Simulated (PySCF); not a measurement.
BF₂Cl, SMILES FB(F)Cl. Atoms are numbered in the order given.

```xyz
4

B      0.0000     0.0000    -0.4412
F      0.0000    -1.1416    -1.1133
F      0.0000     1.1416    -1.1133
Cl     0.0000     0.0000     1.3085
```

Coordinates come from a PBE-D3(BJ)/def2-TZVP optimisation.

The numbers are results of B3LYP/pcJ-1 (PySCF), not measurements.

Isotropic couplings with Fermi-contact, spin-dipole and both spin-orbit terms, one fixed conformer, no vibrational averaging. Isotopes: 11B, 19F.

Computed spin–spin coupling constants:
```
pair   bonds apart  J (Hz)
-----  -----------  ------
B1–F2            1  -133.3
B1–F3            1  -133.3
F2–F3            2  -203.2
```
